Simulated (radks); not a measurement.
Q: These are the eigenvalues of the occupied orbitals of an atom or ion with whole-number occupations (eV). Calculated with a radial shooting solver on a logarithmic mesh with Libxc functionals: Dirac Kohn-Sham, PBE, spin-unpolarised, spherical densities, finite nucleus; Fermi nuclear charge, rms radius of each element as measured or else 0.836 A^(1/3) + 0.57 fm.

orbital  eigenvalue
1s1/2     -25342.47
2s1/2     -3754.732
2p1/2     -3491.256
2p3/2     -3315.939
3s1/2     -711.4948
3p1/2     -606.6932
3p3/2     -575.7453
3d3/2     -390.2623
3d5/2     -384.0290
4s1/2     -122.5574
4p1/2      -89.3382
4p3/2      -84.1298
4d3/2      -33.3257
4d5/2      -32.6708
5s1/2      -22.5237

Which element is it, and in what charge state? The configuration may be excited. Open shells, if any, fill j = l - 1/2 first.

A: Z = 47, silver, charge +2: Ag2+ in [Kr] 4d8 5s1. The list shows which subshells hold electrons but not how many an open one holds; the 1s level, -931.32 hartree, gives Z - s = 43.2 by -(Z - s)^2/2, which with screening and relativity narrows Z to a few neighbours, and the depths of the outer levels then fix element, charge and occupations together.
